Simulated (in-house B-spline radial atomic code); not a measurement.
Values are calculated unless marked as measured or tabulated.
## Building a PAW s channel for Fe, r_c = 2.97 bohr

Fe, [Ar] 3d6 4s2, non-relativistic PBE, spherical and spin-unpolarised, from an all-electron radial atomic-structure program (B-spline basis) (atomic units; all potentials screened as in the neutral atom).

Two all-electron partial waves φ1, φ2 are integrated outwards at E1 = ε(4s) = -0.191138 and E2 = E1 + 1.5 hartree; φ1 is the bound orbital and φ2 has unit norm inside r_c = 2.9656 bohr. Smooth partners are polynomials, r^1(a0 + a1 r² + a2 r⁴ + a3 r⁶), matched to φ and three derivatives at r_c, with no condition on the norm. The local potential is -1.81708 + (0.441968) r² + (-0.0476515) r⁴ + (0.00192127) r⁶ inside 2.5256 bohr and the all-electron one outside.

```tsv
wave	φ(r_c)	φ'(r_c)	a0	a1	a2	a3
1	0.5875158	-0.125264	0.4193999	-0.03117187	0.0005962489	9.91079e-06
2	0.9710065	0.7028526	-2.118666	0.6425831	-0.05368232	0.001392023
```

Inside r_c the overlaps are <φi φj> = [[0.54551, -0.17819], [-0.17819, 1.00000]] and, for the smooth waves, [[0.69458, -0.72994], [-0.72994, 3.07082]]. With χj = (Ej − T − V_local) applied to smooth wave j, the program's quadrature gives the matrix B_ij = <smooth i, χj> as [[0.25533, -1.53511], [-0.70749, 4.71907]].

Q: Check the match of the first wave, and find the augmentation charges q_ij.

A: At r_c the four terms are 1.24377, -0.81302, 0.13677, 0.01999, which sum to 0.5875, φ1(r_c) to rounding. q_ij is the all-electron overlap less the smooth one: [[-0.14908, 0.55175], [0.55175, -2.07082]]. The smooth first wave has a norm of 0.6946 inside r_c against 0.5455, so q11 is negative and must stay small enough for the overlap operator to be positive.

Q: B isn't symmetric. Show that D_ij = B_ij + Ej q_ij is.

A: Integrating by parts gives B12 − B21 = (E1 − E2) q12: -1.53511 − (-0.70749) = -0.82762, and −1.5 × (0.55175) = -0.82762. So D12 = -1.53511 + (1.308862)(0.55175) = -0.81295 and D21 = -0.70749 + (-0.191138)(0.55175) = -0.81295; D11 = 0.28382, D22 = 2.00865. The projectors, p = (B⁻¹)ᵀ χ, are dual to the smooth waves; det B = 0.12.

Solving (T + V_local + Σ p D p) ψ = E (1 + Σ p q p) ψ in a sphere of 9 bohr, whose wall lifts the free-atom level a little, gives these levels:

| all-electron | one projector | two projectors |
| --- | --- | --- |
| -0.190631 | -0.190631 | -0.190631 |
| 0.090987 | 0.088416 | 0.090883 |
| 0.436562 | 0.408484 | 0.436104 |
| 0.937702 | 0.776546 | 0.937327 |
| 1.586930 | 1.188360 | 1.586210 |

Q: What does the second projector gain?

A: With one projector the errors are 0.00, -2.57, -28.08, -161.16 millihartree, and the level at 1.1884 is out of step with the all-electron series: an extra state, or one far too low, so the pairing ends there. With two the errors are 0.00, -0.10, -0.46, -0.38, -0.72 millihartree. The scattering is exact at E1 and at E2 = 1.309, and over all levels compared the largest error is 0.72 millihartree. The lowest eigenvalue of the overlap operator is 0.5836 with one and 0.1649 with two projectors. The smooth orbital alone needs a cutoff of 0.871 hartree for 1 millihartree of kinetic energy, against 3.38 for a norm-conserving Troullier-Martins orbital of the same radius; part of the gain comes from giving up the norm, part from the simpler form.
